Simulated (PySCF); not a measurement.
C₄H₆BrGa, singlet, at a GFN2-xTB geometry (such geometries of metal compounds can be far from the true shape); DF-PBE/pcseg-2 (PySCF).

Here is a job for PySCF.
```python
from pyscf import gto, scf, dft

mol = gto.M(
    atom='''
Ga   -0.199127   -0.229419   -0.199837
Br    1.063122    1.224851    1.066914
C    -1.730519    0.667651   -1.184304
C    -2.433938    0.088363   -2.148130
H    -1.951804    1.702087   -0.911126
H    -3.230610    0.601049   -2.672831
H    -2.250340   -0.930009   -2.463228
C     0.441090   -2.153237   -0.109725
C    -0.257839   -3.189633   -0.553250
H     1.408906   -2.327575    0.366291
H     0.099453   -4.208540   -0.469496
H    -1.224703   -3.073683   -1.024213
''',
    basis='pcseg-2',
    charge=0,
    spin=0,
    verbose=4,
    max_memory=1800,
)

mf = dft.RKS(mol)
mf.xc = 'pbe'
mf = mf.density_fit(auxbasis='def2-universal-jkfit')
mf.kernel()
```

It wrote (shortened):

```
PySCF version 2.14.0

[INPUT] verbose = 4
[INPUT] num. atoms = 12
[INPUT] num. electrons = 96
[INPUT] charge = 0
[INPUT] spin (= nelec alpha-beta = 2S) = 0
[INPUT] symmetry False subgroup None
[INPUT] Mole.unit = angstrom
[INPUT] Symbol           X                Y                Z      unit          X                Y                Z       unit  Magmom
[INPUT]  1 Ga    -0.199127000000  -0.229419000000  -0.199837000000 AA   -0.376295494006  -0.433539077772  -0.377637199555 Bohr   0.0
[INPUT]  2 Br     1.063122000000   1.224851000000   1.066914000000 AA    2.009009417000   2.314632933400   2.016175258464 Bohr   0.0
[INPUT]  3 C     -1.730519000000   0.667651000000  -1.184304000000 AA   -3.270206963356   1.261677536792  -2.238010208227 Bohr   0.0
[INPUT]  4 C     -2.433938000000   0.088363000000  -2.148130000000 AA   -4.599476224172   0.166981869545  -4.059377379962 Bohr   0.0
[INPUT]  5 H     -1.951804000000   1.702087000000  -0.911126000000 AA   -3.688375008831   3.216478270183  -1.721778604970 Bohr   0.0
[INPUT]  6 H     -3.230610000000   0.601049000000  -2.672831000000 AA   -6.104968115281   1.135817997444  -5.050918567247 Bohr   0.0
[INPUT]  7 H     -2.250340000000  -0.930009000000  -2.463228000000 AA   -4.252526287154  -1.757462303381  -4.654826302360 Bohr   0.0
[INPUT]  8 C      0.441090000000  -2.153237000000  -0.109725000000 AA    0.833539296284  -4.069028211280  -0.207350199018 Bohr   0.0
[INPUT]  9 C     -0.257839000000  -3.189633000000  -0.553250000000 AA   -0.487245094232  -6.027532807875  -1.045490978416 Bohr   0.0
[INPUT] 10 H      1.408906000000  -2.327575000000   0.366291000000 AA    2.662446475256  -4.398479284385   0.692189671893 Bohr   0.0
[INPUT] 11 H      0.099453000000  -4.208540000000  -0.469496000000 AA    0.187938932266  -7.952987984277  -0.887218856579 Bohr   0.0
[INPUT] 12 H     -1.224703000000  -3.073683000000  -1.024213000000 AA   -2.314353253933  -5.808419063732  -1.935482063219 Bohr   0.0

nuclear repulsion = 658.156968904811
number of shells = 42
number of NR pGTOs = 518
number of NR cGTOs = 290
basis = pcseg-2
ecp = {}

******** <class 'pyscf.df.df_jk.DFRKS'> ********
method = DFRKS
initial guess = minao
damping factor = 0
level_shift factor = 0
DIIS = <class 'pyscf.scf.diis.CDIIS'>
diis_start_cycle = 1
diis_space = 8
diis_damp = 0
SCF conv_tol = 1e-09
SCF conv_tol_grad = None
SCF max_cycles = 50
direct_scf = False
XC library pyscf.dft.libxc version 7.1.2
    S. Lehtola, C. Steigemann, M. J. T. Oliveira, and M. A. L. Marques,  SoftwareX 7, 1–5 (2018)
XC functionals = pbe
    J. P. Perdew, K. Burke, and M. Ernzerhof,  Phys. Rev. Lett. 77, 3865 (1996)
    J. P. Perdew, K. Burke, and M. Ernzerhof,  Phys. Rev. Lett. 78, 1396 (1997)
    J. P. Perdew, K. Burke, and M. Ernzerhof,  Phys. Rev. Lett. 77, 3865 (1996)
    J. P. Perdew, K. Burke, and M. Ernzerhof,  Phys. Rev. Lett. 78, 1396 (1997)
radial grids:
    Treutler-Ahlrichs [JCP 102, 346 (1995); DOI:10.1063/1.469408] (M4) radial grids

becke partition: Becke, JCP 88, 2547 (1988); DOI:10.1063/1.454033
pruning grids: <function nwchem_prune>
grids dens level: 3
symmetrized grids: False
atomic radii adjust function: <function treutler_atomic_radii_adjust>
small_rho_cutoff = 0
Set gradient conv threshold to 3.16228e-05
Initial guess from minao.
tot grids = 156648
init E= -4652.93036975512
  HOMO = -0.291512141024219  LUMO = -0.131628912954262  gap/eV = 4.35064
cycle= 1 E= -4654.11196305749  delta_E= -1.18  |g|= 1.13  |ddm|= 3.03
  HOMO = -0.174122381925681  LUMO = -0.096951074863397  gap/eV = 2.09994
cycle= 2 E= -4653.65922078298  delta_E= 0.453  |g|= 1.71  |ddm|= 2.18
  HOMO = -0.219012744819747  LUMO = -0.0944850502071679  gap/eV = 3.38857
cycle= 3 E= -4654.28805402927  delta_E= -0.629  |g|= 0.281  |ddm|=  1.6
  HOMO = -0.242023338603568  LUMO = -0.0980940359773168  gap/eV = 3.91652
cycle= 4 E= -4654.3059189976  delta_E= -0.0179  |g|= 0.174  |ddm|= 0.417
  HOMO = -0.237472548935362  LUMO = -0.0986427008950441  gap/eV = 3.77775
cycle= 5 E= -4654.31313418845  delta_E= -0.00722  |g|= 0.0661  |ddm|= 0.154
  HOMO = -0.238701674104424  LUMO = -0.099261120649512  gap/eV = 3.79437
cycle= 6 E= -4654.31425373071  delta_E= -0.00112  |g|= 0.0153  |ddm|= 0.0576
  HOMO = -0.238398074711585  LUMO = -0.0984695112745149  gap/eV = 3.80765
cycle= 7 E= -4654.31429237891  delta_E= -3.86e-05  |g|= 0.00328  |ddm|= 0.0143
  HOMO = -0.238292920102011  LUMO = -0.0986532320482665  gap/eV = 3.79979
cycle= 8 E= -4654.31429576228  delta_E= -3.38e-06  |g|= 0.000819  |ddm|= 0.00446
  HOMO = -0.238332273632277  LUMO = -0.0986301779021526  gap/eV = 3.80149
cycle= 9 E= -4654.31429599522  delta_E= -2.33e-07  |g|= 0.000147  |ddm|= 0.00107
  HOMO = -0.238315491385469  LUMO = -0.098622868299322  gap/eV = 3.80123
cycle= 10 E= -4654.31429600108  delta_E= -5.86e-09  |g|= 3.85e-05  |ddm|= 0.000236
  HOMO = -0.238320507949281  LUMO = -0.0986269884370401  gap/eV = 3.80125
cycle= 11 E= -4654.31429600151  delta_E= -4.26e-10  |g|= 9.31e-06  |ddm|= 6.35e-05
  HOMO = -0.238319717801042  LUMO = -0.0986257723898651  gap/eV = 3.80127
Extra cycle  E= -4654.31429600147  delta_E= 3.18e-11  |g|= 1.36e-05  |ddm|= 1.96e-05
converged SCF energy = -4654.31429600147
```
